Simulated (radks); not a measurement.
Results of a calculation; reference values are marked as such.
Question: Coherent X-ray form factor from a spherical all-electron density. Level of theory: scalar-relativistic Kohn-Sham, Slater X-alpha with alpha = 0.644, spin-polarised, spherical densities, point nucleus (a radial shooting solver on a logarithmic mesh with Libxc functionals).

sin(theta)/lambda (1/angstrom),f0 (electrons)
0.05,46.409
0.1,44.767
0.15,42.397
0.2,39.654
0.25,36.819
0.3,34.074
0.4,29.220
0.5,25.402
0.6,22.540
0.8,18.713
1,16.007
1.25,13.052
1.5,10.481
2,7.095

The species is in the configuration that NIST lists as its ground one. Which atom or ion scatters so?

Answer: The indium ion In2+, [Kr] 4d10 5s1. Extrapolating in s^2 from the first two rows gives f0(0) = 47.0, near the electron count 47; among species with that count, the fall with angle is slower the higher Z, and the table is that of Z = 49; from so few rows the species is fixed only to a neighbour or two.
